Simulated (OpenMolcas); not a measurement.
# Ionisation energies of carbon

- Program: OpenMolcas 26.06
- Basis: ANO-RCC-VDZP [3s2p1d]
- Scalar Hamiltonian: DKH2, point nucleus
- Spin-orbit coupling: state interaction with AMFI integrals over the reference wave functions, term energies averaged over their components

Active shells in each charge state: the valence s, p shells, with orbitals averaged over the low states. Where CASPT2's correlated closed shells are named, they are those of the first ion.

A. CASSCF
B. SS-CASPT2, IPEA 0.25 Eh, imaginary shift 0.1 Eh (closed shells correlated: 1s)
C. SS-CASPT2, IPEA 0 Eh, imaginary shift 0.1 Eh (closed shells correlated: 1s)

Energies in eV between the lowest computed levels (charge -1 gives the electron affinity), named as in B; reference values from the NIST Atomic Spectra Database with their kind.

| From | To | A | B | C | Spin-orbit share in B | Reference |
| --- | --- | --- | --- | --- | --- | --- |
| C- 2s2 2p3 4S* 3/2 | C 2s2 2p2 3P0 | -0.491 | 0.225 | 0.300 | -0.004 |  |
| C 2s2 2p2 3P0 | C+ 2s2 2p 2P* 1/2 | 10.146 | 10.876 | 10.964 | -0.001 | 11.260 (measured) |
| C+ 2s2 2p 2P* 1/2 | C2+ 2s2 1S0 | 23.257 | 23.918 | 24.002 | +0.005 | 24.383 (measured) |
| C2+ 2s2 1S0 | C3+ 2s 2S 1/2 | 47.849 | 47.863 | 47.864 | +0.000 | 47.888 (measured) |
| C3+ 2s 2S 1/2 | C4+ 1s2 1S0 | 64.231 | 64.240 | 64.240 | +0.000 | 64.494 (measured) |

Error against the reference values, in %:

```csv
From,Reference,A,B,C
C,measured,-9.9,-3.4,-2.6
C+,measured,-4.6,-1.9,-1.6
C2+,measured,-0.1,-0.1,-0.1
C3+,measured,-0.4,-0.4,-0.4
```

Mean absolute error over the 4 measured values: A 0.64 eV, B 0.28 eV, C 0.24 eV. C lies closest.

No diffuse functions were added, so the electron affinity comes out too small, and without dynamic correlation a bound anion can come out unbound.

* marks odd parity.
